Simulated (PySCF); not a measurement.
NMR parameters from quadrupole coupling constants

Species: C5H6ClFS.
Z-matrix (Å and degrees, GFN2-xTB geometry), rows numbered from 1:
```
F 
C   1  1.3560
Cl  2  1.8073  1  107.00
C   2  1.5220  1  113.16  3   121.77
C   4  1.5289  2  102.87  1   158.57
C   5  1.5321  4  104.07  2   -37.15
C   6  1.4950  5  105.74  4    27.07
S   7  1.6131  2  125.28  1    37.46
H   4  1.0923  2  107.72  1    41.07
H   4  1.0878  2  112.32  1   -79.00
H   5  1.0878  4  112.12  2  -158.85
H   5  1.0901  4  109.43  2    80.41
H   6  1.0901  5  113.52  4   149.38
H   6  1.0937  5  111.07  4   -90.01
```

Computed at PBE0/pcSseg-1 (PySCF, non-relativistic):

```json
{"atom": "Cl3", "environment": "chlorine on a fluorinated carbon", "nucleus": "35Cl", "spin I": "3/2", "Q (b)": "-0.0817", "CQ = χzz (MHz)": "-75.164", "η": "0.087"}
{"atom": "S8", "environment": "thiocarbonyl sulfur", "nucleus": "33S", "spin I": "3/2", "Q (b)": "-0.0678", "CQ = χzz (MHz)": "48.027", "η": "0.284"}
```

Q: Which field gradients stand behind these couplings (CQ in MHz = 234.96 × Q in b × Vzz in au)?

A: The tensor is traceless, so η fixes the two smaller values:

| atom | Vxx (au) | Vyy (au) | Vzz (au) | Vzz (10²¹ V/m²) |
| --- | --- | --- | --- | --- |
| Cl3 | -1.787 | -2.129 | 3.915 | 38.05 |
| S8 | 1.079 | 1.935 | -3.015 | -29.30 |

Q: PQ = |CQ|√(1 + η²/3), νQ = 3|CQ|/[2I(2I − 1)], ν0 = |g|·7.62259 MHz/T·B with g(35Cl) = 0.54792, g(33S) = 0.42921: values at 7.05 T?

A: 
```
atom  PQ (MHz)  νQ (MHz)  ν0 (MHz)  νQ/ν0
 Cl3     75.26     37.58     29.44  1.276
  S8     48.67     24.01     23.07  1.041
```

For Cl3: PQ = 75.16 × 1.0013, νQ = 75.16 × 0.5000, ν0 = 4.1765 MHz/T × 7.05 T.

For Cl3 and S8 νQ isn't small against ν0, so the high-field expansions of solid-state NMR fail there at this field.

Q: Quadrupolar 1/T1 and linewidth for τc = 15 ps (extreme narrowing, isotropic tumbling)?

A: 1/T1 = 1/T2 = (3π²/10)(2I + 3)/[I²(2I − 1)] × PQ² × τc; the width is 1/(πT2).

| site | spin factor (2I + 3)/[I²(2I − 1)] | 1/T1 (s⁻¹) | T1 (ms) | linewidth (Hz) |
| --- | --- | --- | --- | --- |
| 35Cl at Cl3 | 1.333 | 335000 | 0.00298 | 107000 |
| 33S at S8 | 1.333 | 140000 | 0.00713 | 44600 |

Solvent, lattice and vibrations would change these gradients. Isolated species at its GFN2-xTB geometry (one conformer only). GFN2-xTB bond lengths can be off by several hundredths of an ångström, more for odd bonds, and the gradients follow them. A larger basis could move these couplings by a tenth or more.

The run behind these numbers computed NMR shieldings as well. On one thread of an Intel Xeon at 2.70 GHz, no GPU, shared host with 64 logical CPUs at a one-minute load of 56, this took 80 s of wall time (grids of density and orbitals included) and 0.89 GiB of memory at its peak.
